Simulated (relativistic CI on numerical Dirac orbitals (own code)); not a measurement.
**Crystal-field levels of Ni²⁺, 3d8**

Calculated by Dirac-Coulomb-Breit CI, KLI orbitals optimised for each configuration, model QED, one configuration in a parametric crystal field, unscaled Slater integrals (own radial code). With so little scaling, terms lie 10 to 35 % too far apart, which can change the order of excited levels.

Field parameters in Wybourne normalisation: Oh B⁴₀ = 21Dq, B⁴₄ = √(5/14) B⁴₀. The field is a parameter set, without covalency.

S is read from ⟨S²⟩ = S(S + 1).

Site symmetry Oh; labels are those of the double group. Computed levels in cm⁻¹ above the lowest, in rising order:

```
Δ (size of 10Dq)  Lowest    No. 2     No. 3     No. 4     No. 5     No. 6     No. 7     No. 8
            3250      T2   2976 E   3161 T1   3726 T2   3824 A2   5022 A1   5683 T1   6595 T2
            5850      T2   5584 E   5738 T1   6187 T2   6327 A2   9387 A1   9966 T1  10882 T2
            8450      T2   8188 E   8326 T1   8730 T2   8886 A2  13649 A1  14185 T1   15008 E
           11050      T2  10783 E  10918 T1  11299 T2  11463 A2  17747 A1  18248 T1   18472 E
           13650      T2  13364 E  13512 T1  13880 T2  14048 A2   19421 E  21655 A1  22123 T1
           16250      T2  15912 E  16108 T1  16467 T2  16638 A2   19668 E  25360 A1  25804 T1
           18850      T2  18277 E  18705 T1  19057 T2  19230 A2   20009 E  28857 A1  29301 T1
           21450      T2  19422 E  21303 T1   21538 E  21650 T2  21824 A2  32080 A1  32635 T1
           24050      T2  19634 E  23901 T1   23982 E  24245 T2  24420 A2  34336 A1  35835 T1
           26650      T2  19721 E  26499 T1   26538 E  26840 T2  27016 A2  35088 A1  38924 T1
           29250      T2  19777 E  29098 T1   29118 E  29437 T2  29613 A2  35514 A1  41898 A1
           31850      T2  19817 E  31697 T1   31707 E  32034 T2  32210 A2  35853 A1  44827 A1
```

Ground-state S against |10Dq| in cm⁻¹: 3250: 1.00, 5850: 1.00, 8450: 1.00, 11050: 1.00, 13650: 1.00, 16250: 1.00, 18850: 1.00, 21450: 1.00, 24050: 1.00, 26650: 1.00, 29250: 1.00, 31850: 1.00.

No abrupt spin change occurs in this range.
